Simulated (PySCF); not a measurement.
C$_{3}$H$_{8}$AlClO (SMILES C[CH2][Al]([Cl])[O]C), singlet, at a GFN2-xTB geometry (such geometries of metal compounds can be far from the true shape); PBE0/def2-SVP, polarisability run with PySCF.

The PySCF input:
```python
from pyscf import gto, scf, dft
from pyscf.prop import polarizability

mol = gto.Mole()
mol.atom = '''
    Al   -0.067184    0.035706   -0.036392
    Cl   -0.420327   -0.087591    1.965429
    C     1.676500   -0.506269   -0.878885
    C     2.700772   -1.062763    0.112733
    H     2.104548    0.356119   -1.401956
    H     1.482224   -1.247064   -1.662161
    H     2.318944   -1.954480    0.605904
    H     2.931043   -0.331242    0.884905
    H     3.629199   -1.325297   -0.395615
    O    -1.251889    0.607618   -1.033524
    C    -2.214100    1.077983   -1.931721
    H    -2.196622    0.478827   -2.845018
    H    -3.208039    1.013865   -1.482861
    H    -2.006263    2.119492   -2.186957
'''
mol.basis = 'def2-svp'
mol.charge = 0
mol.spin = 0
mol.verbose = 3
mol.build()

mf = dft.RKS(mol)
mf.xc = 'pbe0'
mf.kernel()
alpha = mf.Polarizability().polarizability()[2, 2]
print('alpha_zz =', alpha)
```

### Question
Predict the main parts of the log of this PySCF run.

### Answer

```
site-packages/pyscf/prop/efg/rhf.py:45: UserWarning: Module EFG is under testing
  warnings.warn('Module EFG is under testing')
site-packages/pyscf/prop/efg/dhf.py:30: UserWarning: Module EFG is under testing
  warnings.warn('Module EFG is under testing')
site-packages/pyscf/prop/zfs/uhf.py:40: UserWarning: Module ZFS is under testing
  warnings.warn('Module ZFS is under testing')
site-packages/pyscf/prop/gtensor/uhf.py:43: UserWarning: Module g-tensor is under testing
  warnings.warn('Module g-tensor is under testing')
site-packages/pyscf/prop/gtensor/uks.py:41: UserWarning: Module g-tensor is under testing
  warnings.warn('Module g-tensor is under testing')
site-packages/pyscf/prop/hfc/uks.py:35: UserWarning: Module HFC is under testing
  warnings.warn('Module HFC is under testing')
site-packages/pyscf/prop/magnetizability/rhf.py:39: UserWarning: Module magnetizability is under testing
  warnings.warn('Module magnetizability is under testing')
site-packages/pyscf/prop/magnetizability/uhf.py:37: UserWarning: Module magnetizability is under testing
  warnings.warn('Module magnetizability is under testing')
site-packages/pyscf/prop/magnetizability/rks.py:37: UserWarning: Module magnetizability is under testing
  warnings.warn('Module magnetizability is under testing')
site-packages/pyscf/prop/magnetizability/uks.py:39: UserWarning: Module magnetizability is under testing
  warnings.warn('Module magnetizability is under testing')
site-packages/pyscf/prop/polarizability/uhf.py:34: UserWarning: Module polarizability is under testing
  warnings.warn('Module polarizability is under testing')
site-packages/pyscf/prop/polarizability/rks.py:29: UserWarning: Module polarizability is under testing
  warnings.warn('Module polarizability is under testing')
site-packages/pyscf/prop/polarizability/uks.py:29: UserWarning: Module polarizability is under testing
  warnings.warn('Module polarizability is under testing')
converged SCF energy = -896.243727145375
alpha_zz = 69.18956320194741
```
